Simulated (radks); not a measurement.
Effect of the nuclear size on the caesium ion Cs10+, [Kr] 4d9. Method: Dirac Kohn-Sham, PBE, spin-unpolarised, spherical densities, finite nucleus; open shells are shared between the two j in proportion to 2j + 1; Fermi nuclear charge, rms radius 4.8041 fm; computed with a radial shooting solver on a logarithmic mesh with Libxc functionals. The rms radius is varied about that value; shifts are against it.

| rms radius (fm) | total energy shift (eV) | density at nucleus (e/bohr^3) | 1s1/2 shift (meV) | 2s1/2 shift (meV) | 4s1/2 shift (meV) | 4p1/2 shift (meV) | 4d5/2 shift (meV) | 5s1/2 (empty) shift (meV) |
|---|---|---|---|---|---|---|---|---|
| 4.0402 | -2.19 | 3.058e+05 | -915 | -109 | -4.95 | 0.193 | 0.222 | -1.26 |
| 4.5783 | -0.680 | 2.987e+05 | -284 | -33.9 | -1.53 | 0.060 | 0.069 | -0.392 |
| 4.8041 | 0 | 2.961e+05 | 0.000 | 0.000 | 0.000 | 0.000 | 0.000 | 0.000 |
| 4.953 | 0.463 | 2.944e+05 | 193 | 23.1 | 1.04 | -0.041 | -0.047 | 0.267 |
| 5.5295 | 2.36 | 2.884e+05 | 987 | 118 | 5.33 | -0.208 | -0.239 | 1.36 |

Slopes of the eigenvalues against <r^2> in GHz/fm^2, as finite differences over the two radii next to the reference (eigenvalue slopes, not the field-shift constants of lines): 1s1/2 32300, 2s1/2 3860, 4s1/2 175, 4p1/2 -6.82, 4d5/2 -7.83, 5s1/2 (empty) 44.6.
